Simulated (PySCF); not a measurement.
PySCF input for CH₈FNSi₂, SMILES C[Si@@H](F)N[SiH3], TDA-PBE/def2-SVPD. Geometry optimised at PBE0-D3(BJ)/def2-SVP. The structure was generated by enumeration; whether it is a known compound was not checked. The values are those of a single conformer.

```python
import numpy as np
from pyscf import gto, scf, dft, tdscf

mol = gto.M(
    atom='''
    C     1.70371242    0.97141894   -0.65330122
    Si    0.91144554   -0.59345482   -0.04503621
    F     1.24257885   -0.70308811    1.55090106
    N    -0.79273325   -0.61236132   -0.32115438
    Si   -1.97142889    0.67016747   -0.22503406
    H     1.53716657    1.10497919   -1.73297895
    H     1.30245393    1.85263943   -0.13038858
    H     2.78874077    0.93875372   -0.47111247
    H     1.47767304   -1.82440882   -0.66095821
    H    -1.18515844   -1.54680940   -0.41311145
    H    -2.79701402    0.73912494   -1.47042283
    H    -1.23066903    1.95336698   -0.05677182
    H    -2.90977744    0.49418538    0.92650659
    ''',
    basis='def2-SVPD',
    charge=0,
    spin=0,
    max_memory=1600,
    verbose=4,
)
mf = dft.RKS(mol, xc='pbe').density_fit(auxbasis='def2-universal-jkfit')
mf.grids.level = 3
mf.conv_tol = 1e-9
mf.max_cycle = 100
mf.kernel()
mf.grids = dft.Grids(mol).set(level=1).build(with_non0tab=True)  # coarser grid for the response kernel
td = tdscf.TDA(mf)
td.singlet = True
td.nstates = 10
td.conv_tol = 1e-4
td.positive_eig_threshold = 1e-6
td.kernel(x0=td.get_init_guess(mf, 15))
td.analyze()
tt = tdscf.TDA(mf)
tt.singlet = False
tt.nstates = 4
tt.conv_tol = 1e-4
tt.positive_eig_threshold = 1e-6
tt.kernel(x0=tt.get_init_guess(mf, 9))
tt.analyze(verbose=3)
```

Output:

```
PySCF version 2.14.0

[INPUT] verbose = 4
[INPUT] num. atoms = 13
[INPUT] num. electrons = 58
[INPUT] charge = 0
[INPUT] spin (= nelec alpha-beta = 2S) = 0
[INPUT] symmetry False subgroup None
[INPUT] Mole.unit = angstrom
[INPUT] Symbol           X                Y                Z      unit          X                Y                Z       unit  Magmom
[INPUT]  1 C      1.703712420000   0.971418940000  -0.653301220000 AA    3.219549868820   1.835715748815  -1.234560382644 Bohr   0.0
[INPUT]  2 Si     0.911445540000  -0.593454820000  -0.045036210000 AA    1.722382448056  -1.121467077103  -0.085106102588 Bohr   0.0
[INPUT]  3 F      1.242578850000  -0.703088110000   1.550901060000 AA    2.348133714677  -1.328643969338   2.930778249698 Bohr   0.0
[INPUT]  4 N     -0.792733250000  -0.612361320000  -0.321154380000 AA   -1.498048732336  -1.157195184077  -0.606893821904 Bohr   0.0
[INPUT]  5 Si    -1.971428890000   0.670167470000  -0.225034060000 AA   -3.725460676155   1.266432975893  -0.425252742099 Bohr   0.0
[INPUT]  6 H      1.537166570000   1.104979190000  -1.732978950000 AA    2.904823825137   2.088108042444  -3.274855595136 Bohr   0.0
[INPUT]  7 H      1.302453930000   1.852639430000  -0.130388580000 AA    2.461281217563   3.500981130270  -0.246398705971 Bohr   0.0
[INPUT]  8 H      2.788740770000   0.938753720000  -0.471112470000 AA    5.269956287709   1.773987429217  -0.890273542167 Bohr   0.0
[INPUT]  9 H      1.477673040000  -1.824408820000  -0.660958210000 AA    2.792397347253  -3.447633009041  -1.249029996683 Bohr   0.0
[INPUT] 10 H     -1.185158440000  -1.546809400000  -0.413111450000 AA   -2.239624865817  -2.923046132903  -0.780667499422 Bohr   0.0
[INPUT] 11 H     -2.797014020000   0.739124940000  -1.470422830000 AA   -5.285590464369   1.396743708436  -2.778696436008 Bohr   0.0
[INPUT] 12 H     -1.230669030000   1.953366980000  -0.056771820000 AA   -2.325627416684   3.691328612969  -0.107283191393 Bohr   0.0
[INPUT] 13 H     -2.909777440000   0.494185380000   0.926506590000 AA   -5.498682445038   0.933875022964   1.750843707705 Bohr   0.0

nuclear repulsion = 305.386601090666
number of shells = 77
number of NR pGTOs = 257
number of NR cGTOs = 175
basis = def2-SVPD
ecp = {}


[settings echo left out]
init E= -775.777799823416
  HOMO = -0.315027055572126  LUMO = -0.0539648526451795  gap/eV = 7.10386
cycle= 1 E= -775.643582150242  delta_E= 0.134  |g|= 0.772  |ddm|= 4.58
  HOMO = -0.142180505608885  LUMO = -0.00561615149917039  gap/eV = 3.71611
cycle= 2 E= -775.318210401053  delta_E= 0.325  |g|= 1.48  |ddm|= 2.09
  HOMO = -0.247143614863347  LUMO = -0.0268349233945178  gap/eV = 5.99490
cycle= 3 E= -775.764456471484  delta_E= -0.446  |g|= 0.159  |ddm|= 1.42
  HOMO = -0.239825254290627  LUMO = -0.0250565206904043  gap/eV = 5.84415
cycle= 4 E= -775.769909668146  delta_E= -0.00545  |g|= 0.0576  |ddm|= 0.244
  HOMO = -0.240194089808764  LUMO = -0.0252882235727103  gap/eV = 5.84789
cycle= 5 E= -775.770713846532  delta_E= -0.000804  |g|= 0.0102  |ddm|= 0.0684
  HOMO = -0.241550838690769  LUMO = -0.0258354025270444  gap/eV = 5.86992
cycle= 6 E= -775.770746237158  delta_E= -3.24e-05  |g|= 0.00482  |ddm|= 0.0225
  HOMO = -0.241015533939263  LUMO = -0.0256616224198973  gap/eV = 5.86008
cycle= 7 E= -775.770750889596  delta_E= -4.65e-06  |g|= 0.00151  |ddm|= 0.00595
  HOMO = -0.241059120149055  LUMO = -0.0256317213718473  gap/eV = 5.86208
cycle= 8 E= -775.77075139034  delta_E= -5.01e-07  |g|= 0.000284  |ddm|= 0.00206
  HOMO = -0.241053397288253  LUMO = -0.0256317382517679  gap/eV = 5.86192
cycle= 9 E= -775.770751410863  delta_E= -2.05e-08  |g|= 5.13e-05  |ddm|= 0.000469
  HOMO = -0.241061836677818  LUMO = -0.0256367761338634  gap/eV = 5.86201
cycle= 10 E= -775.770751411681  delta_E= -8.18e-10  |g|= 1.19e-05  |ddm|= 0.00012
  HOMO = -0.24106148810775  LUMO = -0.0256358429458965  gap/eV = 5.86203
Extra cycle  E= -775.770751411677  delta_E= 4.09e-12  |g|= 1.27e-05  |ddm|= 5.02e-05
converged SCF energy = -775.770751411677
tot grids = 48200
Overwritten attributes  positive_eig_threshold  of <class 'pyscf.tdscf.rks.TDA'>


******** <class 'pyscf.tdscf.rks.TDA'> for <class 'pyscf.df.df_jk.DFRKS'> ********
nstates = 10 singlet
deg_eia_thresh = 1.000e-03
wfnsym = None
conv_tol = 0.0001
eigh lindep = 1e-12
eigh level_shift = 0
eigh max_cycle = 100


Excitation energies (eV)
[5.97216995 6.55366332 6.85654183 7.06189062 7.08234666 7.24015738
 7.37908393 7.51193144 7.69119577 7.71798385]

** Singlet excitation energies and oscillator strengths **
Excited State   1:      5.97217 eV    207.60 nm  f=0.0062
      29 -> 30       -0.70138
Excited State   2:      6.55366 eV    189.18 nm  f=0.0106
      29 -> 31       -0.69776
Excited State   3:      6.85654 eV    180.83 nm  f=0.0291
      29 -> 32       -0.67984
      29 -> 34       -0.13218
Excited State   4:      7.06189 eV    175.57 nm  f=0.0016
      28 -> 30       -0.69861
Excited State   5:      7.08235 eV    175.06 nm  f=0.0045
      29 -> 33        0.66356
      29 -> 34        0.19227
      29 -> 35        0.11171
Excited State   6:      7.24016 eV    171.25 nm  f=0.0938
      29 -> 32        0.11521
      29 -> 33        0.20133
      29 -> 34       -0.64091
      29 -> 35       -0.14020
Excited State   7:      7.37908 eV    168.02 nm  f=0.0113
      29 -> 34        0.10440
      29 -> 35       -0.53392
      29 -> 36       -0.43025
Excited State   8:      7.51193 eV    165.05 nm  f=0.0129
      29 -> 32        0.10990
      29 -> 34       -0.10496
      29 -> 35        0.39617
      29 -> 36       -0.54800
Excited State   9:      7.69120 eV    161.20 nm  f=0.0013
      27 -> 30        0.68779
      28 -> 31        0.14003
Excited State  10:      7.71798 eV    160.64 nm  f=0.0266
      27 -> 30       -0.13588
      28 -> 31        0.68332

** Transition electric dipole moments (AU) **
state          X           Y           Z        Dip. S.      Osc.
  1        -0.0347     -0.0392      0.1995      0.0426      0.0062
  2         0.0066     -0.0278      0.2554      0.0661      0.0106
  3         0.3896     -0.1219     -0.0811      0.1732      0.0291
  4        -0.0122     -0.0923      0.0290      0.0095      0.0016
  5        -0.0649      0.0413     -0.1408      0.0257      0.0045
  6        -0.6748      0.2651     -0.0581      0.5290      0.0938
  7         0.0378     -0.0612      0.2393      0.0624      0.0113
  8        -0.2364      0.0224      0.1171      0.0701      0.0129
  9        -0.0385      0.0435      0.0589      0.0069      0.0013
 10        -0.2952     -0.2032      0.1099      0.1405      0.0266

** Transition velocity dipole moments (imaginary part, AU) **
state          X           Y           Z        Dip. S.      Osc.
  1        -0.0022     -0.0133      0.0394      0.0017      0.0053
  2         0.0038     -0.0034      0.0604      0.0037      0.0102
  3         0.0705     -0.0241     -0.0097      0.0056      0.0149
  4        -0.0027     -0.0285      0.0045      0.0008      0.0022
  5        -0.0064      0.0093     -0.0358      0.0014      0.0036
  6        -0.1272      0.0386     -0.0180      0.0180      0.0451
  7         0.0027     -0.0300      0.0582      0.0043      0.0106
  8        -0.0418      0.0161      0.0311      0.0030      0.0072
  9        -0.0146     -0.0100      0.0104      0.0004      0.0010
 10        -0.0821     -0.0374      0.0290      0.0090      0.0211

** Transition magnetic dipole moments (imaginary part, AU) **
state          X           Y           Z
  1         0.7599      0.2488      0.0673
  2         0.0239     -0.0036     -0.0129
  3        -0.0877      0.3868     -0.2103
  4        -0.1946      0.0644     -0.4178
  5        -0.0546     -0.1909      0.0640
  6        -0.0185      0.1750      0.2126
  7        -0.2250     -0.6725     -0.4345
  8        -0.1342     -0.7074      0.4884
  9        -0.0620     -0.1416      1.6996
 10         0.1359      0.0185      0.6977


******** <class 'pyscf.tdscf.rks.TDA'> for <class 'pyscf.df.df_jk.DFRKS'> ********
nstates = 4 triplet
deg_eia_thresh = 1.000e-03
wfnsym = None
conv_tol = 0.0001
eigh lindep = 1e-12
eigh level_shift = 0
eigh max_cycle = 100


Excitation energies (eV)
[5.68373655 6.39675803 6.60840487 6.92867342]

** Triplet excitation energies and oscillator strengths **
Excited State   1:      5.68374 eV    218.14 nm  f=0.0000
Excited State   2:      6.39676 eV    193.82 nm  f=0.0000
Excited State   3:      6.60840 eV    187.62 nm  f=0.0000
Excited State   4:      6.92867 eV    178.94 nm  f=0.0000
```

The calculation finished and met its thresholds.
